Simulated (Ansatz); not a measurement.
Born–Oppenheimer molecular dynamics of BH$_{4}$NO$_{2}$ (8 atoms, charge 0, multiplicity 1). It starts from a relaxed structure.

Method: RKS BLYP/def2-SVP in Ansatz 0.2.0.

| Property | Result |
| --- | --- |
| ensemble | NVT, Nosé–Hoover chain |
| time step | 0.5 fs |
| steps asked | 150 |
| set temperature | 1500 K |
| thermostat | time constant 20 fs, chain length 3 |
| seed | 354525 |

First frame:

```xyz
8
Properties=species:S:1:pos:R:3
B 0.100 -0.259 0.123
N -0.059 -0.014 1.519
H -0.950 0.014 2.011
H 0.745 0.180 2.115
O 1.379 -0.237 -0.406
H 1.357 -0.426 -1.361
O -0.956 -0.523 -0.746
H -1.826 -0.533 -0.311
```

Problem. How far do the bonds stretch over the last three quarters of this one trajectory? (Pairs bonded in most of those frames.)

Solution. 
```
 bond  mean (Å)  spread (Å)  shortest  longest
B1–N2     1.463       0.069      1.36     1.60
B1–O5     1.394       0.034      1.35     1.46
B1–O7     1.401       0.061      1.31     1.50
N2–H3     1.030       0.023      0.99     1.07
N2–H4     1.046       0.061      0.95     1.15
O5–H6     0.988       0.042      0.91     1.07
O7–H8     0.979       0.017      0.95     1.01
```

Mean temperature of the second half: 1284 K. The conserved energy stayed within 1.3 meV per atom of its start (net change 0.79 meV per atom), so the integration is sound. The mean temperature of the second half is 14 % below the set value. A run of 0.075 ps of so small a system gives no equilibrium averages.

Run time: 3.7 min on 1 thread of Arm Neoverse V2 (shared host), peak memory 0.13 GiB.
